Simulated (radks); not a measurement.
The numbers below are computed, except where a source is named.
The nitrogen anion N3-, [Ne], held by a Watson sphere: a shell of charge +3 at radius R that stands for the Madelung well of a crystal (potential energy -3/R inside, -3/r outside, in hartree with lengths in bohr). Level of theory: scalar-relativistic Kohn-Sham, r2SCAN, spin-polarised, spherical densities, finite nucleus; meta-GGA in the generalised Kohn-Sham scheme; Fermi nuclear charge, rms radius of each element as measured or else 0.836 A^(1/3) + 0.57 fm (a radial shooting solver on a logarithmic mesh with Libxc functionals).

R (bohr)  e(1s) (eV)  e(2s) (eV)  e(2p) (eV)  <r> 2p (bohr)  sum of <r^2> (bohr^2)  X-ray form factor at sin(theta)/lambda = 0.2 1/angstrom
1.84         -382.18     -20.452      -8.397          1.674                  26.49                                                    5.380
2.14         -382.81     -18.890      -7.298          1.798                  30.38                                                    5.100
2.66         -383.35     -16.869      -5.758          2.006                  37.58                                                    4.771
3.64         -383.48     -14.820      -3.903          2.391                  53.52                                                    4.528
3.82         -383.46     -14.608      -3.673          2.461                  56.87                                                    4.516
3.92         -383.45     -14.505      -3.556          2.500                  58.80                                                    4.511
